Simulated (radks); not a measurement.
Results of a calculation; reference values are marked as such.
Question: The oxygen ion O5+, [He] 2s1. Level of theory: non-relativistic Kohn-Sham, PBE, spin-polarised, spherical densities, point nucleus (a radial shooting solver on a logarithmic mesh with Libxc functionals). Every spin shell is full or empty, so the densities are truly spherical. Functionals are evaluated on that one density, not self-consistently. Rank these orbital-free kinetic functionals by their error against the exact value of the orbitals, and give that value: Thomas-Fermi, von Weizsacker, TF + vW, TF + vW/9, TF + vW/5, LC94, APBEK, revAPBEK, Perdew 92, LKT, PG1, DePristo-Kress, Ernzerhof.

Answer: Exact: 64.1063 hartree. From best to worst, with 100 (|E| - |E exact|)/|E exact| (equal figures are ties): DePristo-Kress -0.11, APBEK +0.26, LC94 +0.31, TF + vW/9 +0.50, Perdew 92 +0.52, revAPBEK +1.09, Ernzerhof +3.30, von Weizsacker -6.14, TF + vW/5 +8.85, Thomas-Fermi -9.93, PG1 +48.15, LKT +55.43, TF + vW +83.94.
